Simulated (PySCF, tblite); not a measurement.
Isomers of C4H10O2SSi2, one GFN2-xTB conformer each. Single-point energies are computed at PBE0/pcSseg-1 (PySCF, gas phase, no added dispersion term), electronic only.

**Question.** Rank them by PBE0/pcSseg-1 energy, lowest first (kJ/mol).
A. `[CH3:1][S:2][Si@@H:3]1[CH2:4][CH2:5][Si@@H:6]([CH:7]=[O:8])[O:9]1` with C1–S2–Si3–C4 -76°, C5–Si6–C7–O8 -96°, S2–Si3–C4–C5 -139°, Si3–C4–C5–Si6 33°, C4–C5–Si6–C7 -141°, C5–Si6–O9–Si3 13°
B. `[O:1]=[C:2]1[CH2:3][SiH2:4][O:5][C@@H:6]([S:7][SiH3:8])[CH2:9]1` with O5–C6–S7–Si8 22°, O1–C2–C3–Si4 -109°, C2–C3–Si4–O5 -40°, C3–Si4–O5–C6 38°, Si4–O5–C6–S7 -172°
C. `[CH3:1][S:2][Si@@H:3]1[CH2:4][CH2:5][Si@H:6]([CH:7]=[O:8])[O:9]1` with C1–S2–Si3–C4 163°, C5–Si6–C7–O8 103°, S2–Si3–C4–C5 -95°, Si3–C4–C5–Si6 -28°, C4–C5–Si6–C7 139°, C5–Si6–O9–Si3 -13°

**Answer.** C (0.0), A (9.8), B (136.8).

Neighbours under 10 kJ/mol apart (CS[Si@@H]1CC[Si@H](C=O)O1 and CS[Si@@H]1CC[Si@@H](C=O)O1) can change places with a better method, another conformer or zero-point energy. CS[Si@@H]1CC[Si@H](C=O)O1 and CS[Si@@H]1CC[Si@@H](C=O)O1 are stereoisomers, 9.8 kJ/mol apart in the conformers taken. GFN2-xTB itself gives, in the same order: 53.6, 51.5, 0.0. GFN2-xTB puts O=C1C[SiH2]O[C@@H](S[SiH3])C1 lowest instead; measured from each level's own lowest isomer, the values differ by up to 136.8 kJ/mol (O=C1C[SiH2]O[C@@H](S[SiH3])C1: 0.0 against 136.8).

**Question.** Which frontier levels, dipoles and rotational constants go with these structures?

**Answer.** 
| SMILES | HOMO (eV, PBE0/pcSseg-1) | LUMO (eV) | dipole (D) | A, B, C (MHz) |
| --- | --- | --- | --- | --- |
| CS[Si@@H]1CC[Si@H](C=O)O1 | -6.97 | -1.60 | 2.17 | 1587, 628.8, 518.0 |
| CS[Si@@H]1CC[Si@@H](C=O)O1 | -6.96 | -1.59 | 4.27 | 2788, 478.2, 437.4 |
| O=C1C[SiH2]O[C@@H](S[SiH3])C1 | -6.91 | -1.11 | 3.38 | 1762, 703.1, 562.8 |

**Question.** What happens when harmonic zero-point energies from GFN2-xTB frequencies are added?

**Answer.** 
```json
{"SMILES": "CS[Si@@H]1CC[Si@H](C=O)O1", "ZPE (kJ/mol)": "349.9", "electronic (kJ/mol)": "0.0", "with ZPE (kJ/mol)": "0.0"}
{"SMILES": "CS[Si@@H]1CC[Si@@H](C=O)O1", "ZPE (kJ/mol)": "349.8", "electronic (kJ/mol)": "9.8", "with ZPE (kJ/mol)": "9.7"}
{"SMILES": "O=C1C[SiH2]O[C@@H](S[SiH3])C1", "ZPE (kJ/mol)": "338.4", "electronic (kJ/mol)": "136.8", "with ZPE (kJ/mol)": "125.2"}
```

The zero-point energies span 11.5 kJ/mol. The order is unchanged.
